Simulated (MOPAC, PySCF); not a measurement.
F$_{4}$Ge, SMILES `[F][Ge]([F])([F])[F]`, neutral singlet in the gas phase. 

Z-matrix (Å, degrees):
```
Ge
F 1 1.7015
F 1 1.7015 2 109.47
F 1 1.7015 2 109.47 3 120.00
F 1 1.7015 2 109.47 3 -120.00
```
Charge 0, multiplicity 1.

All levels are single points at this geometry (B3LYP-D3(BJ)/def2-TZVP); Pople sets use spherical d functions. Orbital energies aren't observables, and empty levels follow the basis.

| level | HOMO (eV) | LUMO (eV) | gap (eV) | dipole (D) | vertical IE, Delta-SCF (eV) |
|---|---|---|---|---|---|
| B3LYP-D3(BJ)/def2-TZVP in PySCF | -12.36 | -2.34 | 10.02 | 0.00 | 15.10 |
| PBE-D3(BJ)/def2-TZVP in PySCF | -10.48 | -3.05 | 7.43 | 0.00 | – |
| B3LYP/3-21G in PySCF | -11.06 | -1.81 | 9.25 | 0.00 | – |
| B3LYP/6-311+G** (LANL2DZ on Ge) in PySCF | -12.69 | -2.79 | 9.91 | 0.00 | – |
| B3LYP/6-31G* in PySCF | -11.84 | -2.13 | 9.71 | 0.00 | 14.75 |
| B3LYP/LANL2DZ in PySCF | -12.63 | -3.10 | 9.54 | 0.00 | – |
| BP86/6-31G* in PySCF | -10.07 | -2.91 | 7.16 | 0.00 | – |
| M06-2X/6-31G* in PySCF | -14.43 | -0.41 | 14.02 | 0.00 | – |
| SVWN5/6-31G* in PySCF | -10.17 | -3.19 | 6.98 | 0.00 | – |
| HF/STO-3G in PySCF | -11.24 | 9.36 | 20.60 | 0.00 | – |
| AM1 in MOPAC | -14.59 | -0.80 | 13.79 | 0.00 | – |
| PM3 in MOPAC | -15.54 | -0.14 | 15.40 | 0.00 | – |
| PM6 in MOPAC | -14.45 | -1.70 | 12.74 | 0.00 | – |
